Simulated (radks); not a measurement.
The numbers below are computed, except where a source is named.
Removal energies from the bismuth ion Bi13+, [Xe] 4f14 5d(3/2: 2, 5/2: 0), by Delta-SCF beside the eigenvalue of the level emptied. Code: a radial shooting solver on a logarithmic mesh with Libxc functionals. Model: Dirac Kohn-Sham, relativistic LDA (MacDonald-Vosko exchange, VWN5 correlation), spin-unpolarised, spherical densities, finite nucleus; Fermi nuclear charge, rms radius of each element as measured or else 0.836 A^(1/3) + 0.57 fm. Sub-shells are occupied by j as written (lower j first in brackets).

removed from                                       final configuration  Delta-SCF (eV)  -eigenvalue (eV)
5d3/2                                     [Xe] 4f14 5d(3/2: 1, 5/2: 0)          252.79            241.62
5p3/2         [Kr] 4d10 4f14 5s2 5p(1/2: 2, 3/2: 3) 5d(3/2: 2, 5/2: 0)          322.81            310.54
5p1/2         [Kr] 4d10 4f14 5s2 5p(1/2: 1, 3/2: 4) 5d(3/2: 2, 5/2: 0)          352.32            339.22
5s1/2                        [Kr] 4d10 4f14 5s1 5p6 5d(3/2: 2, 5/2: 0)          398.00            384.41
